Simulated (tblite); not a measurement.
ClK, singlet, geometry from GFN2-xTB (such geometries of metal compounds can be far from the true shape); GFN1-xTB in tblite 0.6.0.

Here is a job for tblite.
```
$ tblite run mol.xyz --method gfn1 --charge 0 --spin 0 --efield 0,0,0.1 --json tblite.json --no-restart

# file mol.xyz
2

K     -0.00000000    -0.00000000    -1.21784993
Cl     0.00000000     0.00000000     1.36112639
```

The log (banner, timings and long lists left out):

```
xTB calculator
 | screened Coulomb repulsion
 | Coulomb electrostatics
 |  * isotropic Klopman-Ohno-Mataga-Nishimoto electrostatics
 |  * onsite third-order electrostatics
 | DFT-D3(BJ) dispersion correction
 | Interactions (1)
 | [1] electric field

halogen bonding energy    0.0000000000000E+00 Eh
repulsion energy          4.3555558392530E-03 Eh
dispersion energy        -2.6269774367706E-04 Eh
interaction energy        0.0000000000000E+00 Eh
number of electrons       8.0000000000000E+00 e
integral cutoff           4.0000000000000E+01 bohr

------------------------------------------------------------
  cycle        total energy    energy error   density error
------------------------------------------------------------
      1     -4.617651997724  -4.6217449E+00   4.3300300E-01
      2     -4.622378263081  -4.7262654E-03   2.7137047E-01
      3     -4.623824493328  -1.4462302E-03   6.1222288E-02
      4     -4.623961955545  -1.3746222E-04   9.2602621E-03
      5     -4.623968730976  -6.7754315E-06   5.2981700E-04
      6     -4.623968759214  -2.8237456E-08   1.2316196E-04
      7     -4.623968760973  -1.7596413E-09   4.7009266E-07
------------------------------------------------------------

electronic energy        -4.6280616190690E+00 Eh
total energy             -4.6239687609734E+00 Eh

Post processing:
 | Mayer-Wiberg bond orders

[Info] JSON dump of results written to 'tblite.json'
```
